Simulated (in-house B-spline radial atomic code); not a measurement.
## LDA exchange-only excitations of K⁺

Method: LDA exchange-only. Computed with an all-electron radial atomic-structure program (B-spline basis): linear response of the closed shell [Ne] 3s2 3p6 with the functional's adiabatic kernel; scalar-relativistic (spin-free one-electron X2C), finite nucleus, no spin-orbit coupling, no double excitations, S, P, D and F terms only. Only terms of natural parity with L up to 3 were computed.

Command:
```bash
python run_td.py task.json out
```
Settings (radii: box in bohr, nucleus in fm):
```
Z                        19
electrons                18
configuration            [Ne] 3s2 3p6
hamiltonian              x2c
method                   lda,
box_radius               41.61
rms_radius               3.4349
intervals                75
```

Run time, properties included: 0.8 s on 1 thread of Arm Neoverse N1 (shared host).

The lowest states, in the order of their Tamm-Dancoff energies; the method's threshold (minus the highest occupied level) is 23.464 eV. Labels give the largest channel, * marks a mixed state, and oscillator strengths are full-response dipole values. Semilocal kernels can invert the small singlet-triplet splittings of Rydberg terms. Energies in eV:

```csv
state,full response,Tamm-Dancoff,oscillator strength
3p → 4s 3P,17.631,17.643,-
3p → 4s 1P,18.005,18.014,0.323
3p → 3d 3P,19.200,19.274,-
3p → 4p 3S,?,?,-
3p → 3d 3F,19.668,19.718,-
3p → 4p 3D,19.988,19.994,-
3p → 4p 1D,20.138,20.141,-
3p → 4p 1S,20.653,20.707,-
3p → 3d 1F,?,?,-
3p → 5s 3P,21.503,21.505,-
```

Problem. Where does 3p → 3d 1F lie?

Solution. At 20.704 eV in full response, 20.714 eV in Tamm-Dancoff.

Problem. Where does 3p → 4p 3S lie?

Solution. At 19.692 eV in full response, 19.712 eV in Tamm-Dancoff.

Problem. How large is the singlet-triplet splitting of 3p → 4s (P terms) in Tamm-Dancoff?

Solution. 0.37 eV, from the unrounded values.

Problem. What polarisabilities and dispersion coefficient does the method give?

Solution. Dipole 5.921 bohr³, quadrupole 19.33 bohr⁵, C6 25.72 hartree·bohr⁶ for two such species.
